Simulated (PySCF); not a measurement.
All values below come from ωB97X-D3(BJ)/def2-TZVP // PBE0-D3(BJ)/def2-TZVP (PySCF 2.14.0). Gas-phase values, no solvent. Delta-SCF ions had no search for a lower state. Excitations are Tamm–Dancoff values on a coarser integration grid. The basis has no diffuse functions, so Rydberg states are missing or too high.

Reference species (SMILES): `C1[Si@@H]([SiH3])[SiH2]1` (neutral, multiplicity 1).

The vertical ionisation energy (Delta-SCF) comes out as 8.62 eV and the T1 excitation (TDA) is 4.44 eV.

Changed species: `C[Si](=[SiH2])[SiH3]`.

Task: Predict the effect on the vertical ionisation energy (Delta-SCF) and T1 excitation (TDA).

Result: the vertical ionisation energy (Delta-SCF) falls by 1.15 eV, to 7.47 eV; the T1 excitation (TDA) falls by 2.41 eV, to 2.03 eV.
